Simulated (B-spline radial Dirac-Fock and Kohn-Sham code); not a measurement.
**Auger decay of the 2p1/2 hole in Ho⁺**

System: Ho⁺ in the configuration [Xe] 4f11 6p1 (not the ground configuration).

The run's input, task.json:

```json
{"items": [{
  "Z": 67,
  "q": 1,
  "cfg": [[1, 0, 2], [2, 0, 2], [2, 1, 6], [3, 0, 2], [3, 1, 6], [3, 2, 10], [4, 0, 2], [4, 1, 6], [4, 2, 10], [4, 3, 11], [5, 0, 2], [5, 1, 6], [6, 1, 1]],
  "A": 165,
  "rrms": 5.2022,
  "do": ["binding", "quiet", "decay"],
  "holes": ["K", "L1", "L2", "L3", "M1", "M2", "M3", "M4", "M5", "N1", "N2", "N3", "N4", "N5"]
}]}
```

Launch: `python xray_run.py task.json out`

Model: independent-particle rates on relativistic LDA orbitals of the hole state (multipoles up to L = 3, Coulomb Auger matrix elements, transition energies from Dirac-Fock). Program: a radial finite-basis atomic code. Kinetic energies are configuration averages from the vacuum level; the two-hole energies are estimated from single-hole states.

| transition | kinetic energy (eV) | width (meV) | share (%) |
| --- | --- | --- | --- |
| L2-L3N2 | 454.0 | 178 | 5.4 |
| L2-L3N4 | 635.4 | 247 | 7.5 |
| L2-M1M2 | 4806.4 | 90.9 | 2.8 |
| L2-M2M3 | 5189.7 | 269 | 8.2 |
| L2-M2M4 | 5545.7 | 141 | 4.3 |
| L2-M2M5 | 5577.0 | 236 | 7.2 |
| L2-M3M4 | 5720.8 | 186 | 5.6 |
| L2-M4M4 | 6069.8 | 154 | 4.7 |
| L2-M4M5 | 6107.2 | 655 | 19.9 |
| L2-M4N5 | 7325.4 | 113 | 3.4 |

The listed channels hold 69 % of the non-radiative rate. Summed by principal shells, of 3.29 eV in all: LMM 57.8 %, LMN 19.9 %, LLN 18.2 %, LNN 1.7 %, LMO 1.1 %, LLO 1.1 %.

Values without a named source are computed, but for edge energies of neutral atoms, which are taken from tables.
